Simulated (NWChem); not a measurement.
System: C4H6O; SMILES C1=COCC1

The following NWChem deck was run.

```
start job
memory heap 200 mb stack 900 mb global 1100 mb
geometry units angstroms noautosym nocenter noautoz
  C      0.985335     0.761861     0.010867
  C      1.058894    -0.569484     0.046222
  O     -0.138566    -1.229408     0.037017
  C     -1.174222    -0.212543     0.099418
  C     -0.473412     1.162623    -0.063993
  H      1.823095     1.445945    -0.004107
  H      1.923770    -1.221871     0.073413
  H     -1.671587    -0.308925     1.071244
  H     -1.899984    -0.431461    -0.688467
  H     -0.769855     1.863037     0.726821
  H     -0.720316     1.641568    -1.022118
end
basis spherical
  * library 6-31g*
end
dft
  xc b3lyp
  iterations 150
end
cosmo
  do_cosmo_smd true
  solvent toluene
end
task dft energy
```

Output (shortened):

```
             Northwest Computational Chemistry Package (NWChem) 7.3.0
             --------------------------------------------------------

                             Geometry "geometry" -> ""
                             -------------------------

 Output coordinates in angstroms (scale by  1.889725989 to convert to a.u.)

  No.       Tag          Charge          X              Y              Z
 ---- ---------------- ---------- -------------- -------------- --------------
    1 C                    6.0000     0.98533500     0.76186100     0.01086700
    2 C                    6.0000     1.05889400    -0.56948400     0.04622200
    3 O                    8.0000    -0.13856600    -1.22940800     0.03701700
    4 C                    6.0000    -1.17422200    -0.21254300     0.09941800
    5 C                    6.0000    -0.47341200     1.16262300    -0.06399300
    6 H                    1.0000     1.82309500     1.44594500    -0.00410700
    7 H                    1.0000     1.92377000    -1.22187100     0.07341300
    8 H                    1.0000    -1.67158700    -0.30892500     1.07124400
    9 H                    1.0000    -1.89998400    -0.43146100    -0.68846700
   10 H                    1.0000    -0.76985500     1.86303700     0.72682100
   11 H                    1.0000    -0.72031600     1.64156800    -1.02211800

 Effective nuclear repulsion energy (a.u.)     173.7978725021

                                 NWChem DFT Module
                                 -----------------

 Summary of "ao basis" -> "ao basis" (spherical)
 ------------------------------------------------------------------------------
       Tag                 Description            Shells   Functions and Types
 ---------------- ------------------------------  ------  ---------------------
 C                           6-31g*                  6       14   3s2p1d
 O                           6-31g*                  6       14   3s2p1d
 H                           6-31g*                  2        2   2s

 in cosmo_initialize ...
 calling solv_data for solv:toluene

 solvent parameters
 solvname_short: toluene
 solvname_long:  toluene
 dielec:        2.3741
 dielecinf:     2.2383
 nonaqueous SMD model solvent descriptors
 dielec:        2.3741
 sola:          0.0000
 solb:          0.1400
 solc:          0.8570
 solg:         40.2000
 solh:          0.0000
 soln:          1.4961

[...]

                                COSMO-SMD solvation results
                                ---------------------------

             internal energy in gas <Psi(g)|H|Psi(g)> =      -231.217727050460
         internal energy in solvent <Psi(s)|H|Psi(s)> =      -231.217575171021
                               delta internal energy  =         0.000151879439 (    0.10 kcal/mol)
   total free energy in solvent <Psi(s)|H+V/2|Psi(s)> =      -231.220444381879
 polarization energy contribution <Psi(s)|V/2|Psi(s)> =        -0.002869210858 (   -1.80 kcal/mol)
    total free energy in solvent including G(SMD-CDS) =      -231.223404703913
                       G(SMD-CDS) energy contribution =        -0.002960322034 (   -1.86 kcal/mol)
     1 M fixed-concentration free energy of solvation =        -0.005677653453 (   -3.56 kcal/mol)

                       DFT Final Molecular Orbital Analysis
                       ------------------------------------

 Vector   17  Occ=2.000000D+00  E=-3.387371D-01
              MO Center= -2.7D-01, -4.6D-01,  2.0D-02, r^2= 2.5D+00
   Bfn.  Coefficient  Atom+Function         Bfn.  Coefficient  Atom+Function
  ----- ------------  ---------------      ----- ------------  ---------------
    33      0.311373   3 O  pz               19      0.267784   2 C  pz
    47     -0.251344   4 C  pz               37      0.214812   3 O  pz
    78      0.181960   9 H  s                77      0.180837   9 H  s
    23      0.167116   2 C  pz                5      0.160541   1 C  pz
    32      0.152038   3 O  py               76     -0.147391   8 H  s

 Vector   18  Occ=2.000000D+00  E=-3.342456D-01
              MO Center= -2.7D-01, -4.1D-01,  9.4D-02, r^2= 2.3D+00
   Bfn.  Coefficient  Atom+Function         Bfn.  Coefficient  Atom+Function
  ----- ------------  ---------------      ----- ------------  ---------------
    32      0.396266   3 O  py               36      0.271430   3 O  py
    46     -0.272581   4 C  py               60      0.244115   5 C  py
    34     -0.182264   3 O  s                33     -0.155315   3 O  pz
    59      0.146457   5 C  px               18     -0.130344   2 C  py
    19     -0.127268   2 C  pz               64      0.125747   5 C  py

 Vector   19  Occ=2.000000D+00  E=-2.049900D-01
              MO Center=  4.4D-01, -2.9D-02,  2.8D-02, r^2= 2.5D+00
   Bfn.  Coefficient  Atom+Function         Bfn.  Coefficient  Atom+Function
  ----- ------------  ---------------      ----- ------------  ---------------
    33     -0.391282   3 O  pz                5      0.375763   1 C  pz
    37     -0.322359   3 O  pz                9      0.312699   1 C  pz
    19      0.263499   2 C  pz               23      0.176441   2 C  pz
    82      0.142998  11 H  s                76      0.117172   8 H  s
    80     -0.113923  10 H  s                61     -0.104650   5 C  pz

 Vector   20  Occ=0.000000D+00  E= 4.184798D-02
              MO Center=  8.1D-01,  4.3D-02,  2.6D-02, r^2= 2.5D+00
   Bfn.  Coefficient  Atom+Function         Bfn.  Coefficient  Atom+Function
  ----- ------------  ---------------      ----- ------------  ---------------
    23      0.630177   2 C  pz                9     -0.571319   1 C  pz
    19      0.462774   2 C  pz                5     -0.380848   1 C  pz
    82     -0.279421  11 H  s                80      0.233011  10 H  s
    37     -0.222000   3 O  pz               33     -0.199969   3 O  pz
    76      0.179070   8 H  s                78     -0.175109   9 H  s

[...]
```

Level: B3LYP/6-31G* (spherical d), SMD on the gas-phase geometry. Structure relaxed at the B3LYP/6-31G* (spherical d) level. Solvent: toluene.
